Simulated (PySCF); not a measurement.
C2H5ClGeO, SMILES [Cl][GeH]1[CH2]O[CH2]1. Atoms are numbered in the order given.

```xyz
10

Cl    -2.0632    -0.4762     0.0000
Ge    -0.1025     0.4866     0.0000
C      1.3144    -0.3265     1.1470
O      2.1644    -0.4358     0.0000
C      1.3144    -0.3265    -1.1470
H     -0.3573     2.0092     0.0000
H      1.7945     0.2698     1.9385
H      1.0172    -1.3099     1.5560
H      1.0172    -1.3099    -1.5560
H      1.7945     0.2698    -1.9385
```

Coordinates come from a B3LYP-D3(BJ)/def2-SVP optimisation. The structure was generated by enumeration, and PubChem lists no compound with its InChIKey, so it may never have been made.

Two levels are set side by side: PBE/pcSseg-1 (PySCF) and HF/pcSseg-1 (PySCF). GIAO shifts against GeH4 (⁷³Ge), H2O (¹⁷O), HCl (³⁵Cl), TMS (¹H), TMS (¹³C) at the same level; non-relativistic, no solvent, atoms listed together averaged. Without spin–orbit terms, shifts of atoms bonded to Cl or Br come out too high at both levels. Differences are taken from unrounded values.

```tsv
quantity	HF	PBE	PBE minus HF
δ(³⁵Cl) of Cl1 (ppm)	-52.3	68.4	120.7
δ(⁷³Ge) of Ge2 (ppm)	332.2	424.5	92.3
δ(¹³C) of C3, C5 (ppm)	76.5	95.3	18.8
δ(¹⁷O) of O4 (ppm)	10.7	68.5	57.8
δ(¹H) of H6 (ppm)	6.22	7.17	0.95
```

Rough cost on one machine, each run with all the roots and properties that it gave: HF against PBE within a factor of 2.
